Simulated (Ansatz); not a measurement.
(HBe-mu-NH2)2 (Be2N2H6), relaxed as a singlet with RKS PBE0-D4/def2-TZVP in Ansatz, starting from the GFN2-xTB geometry. Force threshold 0.02 eV/Å.

Start:

```xyz
10

Be    0.6962   -0.7400   -0.3487
H     1.6177   -1.2280   -1.1059
N     0.7655    0.3541    0.9515
Be   -0.4635    0.9673   -0.0497
H    -0.6771    2.1500   -0.5141
N    -0.9784   -0.5628   -0.5824
H     1.5946    0.8745    1.2061
H     0.4228   -0.0338    1.8208
H    -1.4365   -0.7185   -1.4706
H    -1.5412   -1.0628    0.0931
```

```tsv
step	energy (eV)	largest force component (eV/Å)	SCF passes
1	-3879.7565	0.929	14
2	-3879.8855	0.384	18
3	-3879.9103	0.064	18
4	-3879.9244	0.070	19
5 (rejected)	-3879.9236	0.200	19
6	-3879.9266	0.022	19
7	-3879.9274	0.050	18
8 (rejected)	-3879.9205	0.244	19
9	-3879.9276	0.002	19
```

Force components are those of the run's own axes.

End:

```xyz
10

Be    0.6988   -0.8254   -0.3010
H     1.6402   -1.5845   -0.9166
N     0.7875    0.3821    0.8738
Be   -0.5333    0.9877    0.0167
H    -0.9637    2.2477   -0.2453
N    -0.9255   -0.5173   -0.6370
H     1.6264    0.9274    1.0149
H     0.5175    0.0379    1.7911
H    -1.3037   -0.6110   -1.5692
H    -1.5443   -1.0446   -0.0273
```

By distances, no bond broke or formed. The bond that changes most is Be4–H5, from 1.29 to 1.36 Å (atoms count from 1).

No frequencies were taken in this run, so the end may be a saddle point.

Hardware: 4 threads of Intel Xeon on a shared host. Wall time 19 s.
